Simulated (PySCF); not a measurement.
**Correlation energy of S³⁺ (sulfur, charge +3)**

[Ne] 3s2 3p1, 2P determinant. Computed with PySCF 2.14 in aug-cc-pVDZ-DK (5s4p2d, 27 functions), with the spin-free X2C one-electron Hamiltonian (Gaussian nucleus). Frozen: [Ne]; 3 electrons correlated.

MP2 pair energies summed by pair of shells (mhartree):

| pair | energy | share (%) |
| --- | --- | --- |
| 3s-3s | -24.19 | 58.3 |
| 3s-3p | -17.30 | 41.7 |

Total MP2 correlation energy: -41.50 mhartree.

Same-spin part -2.40 and opposite-spin part -39.10 mhartree; SCS-MP2 scales them by 1/3 and 6/5 to -47.72 mhartree.

```json
{"level": "CCSD", "correlation energy (mhartree)": "-61.88"}
{"level": "(T)", "correlation energy (mhartree)": "-0.56"}
{"level": "CCSD(T)", "correlation energy (mhartree)": "-62.44"}
```

Diagnostics: T1 = 0.0085, D1 = 0.0202, largest double amplitude 0.109.

Problem. Is a single reference adequate?

Solution. Mostly. T1 lies below 0.03, but a double amplitude of this size points to a near-degeneracy that CCSD handles and MP2 describes poorly.
